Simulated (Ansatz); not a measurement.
Relaxation of C2H3FOTe (8 atoms, charge 0, multiplicity 1), to a largest force component of 0.015 eV/Å in at most 40 steps.

The calculation used Ansatz 0.2.0, RKS PBE-D4/def2-SVP.

```xyz
8
Properties=species:S:1:pos:R:3
O -1.197 0.971 0.742
C -0.044 0.823 0.709
C 0.489 -0.417 0.087
F 0.121 -0.531 -1.198
Te 2.614 -0.583 0.325
H 0.625 1.580 1.145
H -0.010 -1.334 0.620
H 2.807 0.797 -0.651
```

Task: Where does it end, and by what steps?

Result: It converged. After 21 steps the energy has fallen by 0.616 eV; O1 moved furthest, 1.17 Å.

| step | energy less start (eV) | largest force component (eV/Å) | accepted |
| --- | --- | --- | --- |
| 0 | 0.0000 | 5.196 | yes |
| 1 | -0.3019 | 1.272 | yes |
| 2 | -0.3032 | 0.730 | yes |
| 3 | -0.3366 | 0.338 | yes |
| 4 | -0.3393 | 0.170 | yes |
| 5 | -0.3430 | 0.086 | yes |
| 6 | -0.3583 | 0.840 | yes |
| 7 | -0.3720 | 0.620 | yes |
| 8 | -0.4149 | 1.147 | yes |
| 9 | -0.4557 | 0.816 | yes |
| 10 | -0.5032 | 0.652 | yes |
| 11 | -0.5055 | 0.822 | yes |
| 12 | -0.5581 | 0.925 | yes |
| 13 | -0.5994 | 0.771 | yes |
| 14 | -0.6097 | 0.258 | yes |
| 15 | -0.6114 | 0.238 | yes |
| 16 | -0.6145 | 0.161 | yes |
| 17 | -0.6145 | 0.181 | no |
| 18 | -0.6160 | 0.028 | yes |
| 19 | -0.6162 | 0.015 | yes |
| 20 | -0.6162 | 0.020 | yes |
| 21 | -0.6163 | 0.006 | yes |

```xyz
8
Properties=species:S:1:pos:R:3
O -0.562 1.660 0.046
C -0.014 0.803 0.705
C 0.430 -0.533 0.149
F -0.136 -0.822 -1.048
Te 2.651 -0.404 0.056
H 0.236 0.925 1.802
H 0.264 -1.351 0.887
H 2.537 1.027 -0.819
```

The run took 48 s on 2 threads of Intel(R) Xeon(R) Platinum 8488C (Sapphire Rapids), on a shared host, peak memory 0.17 GiB.
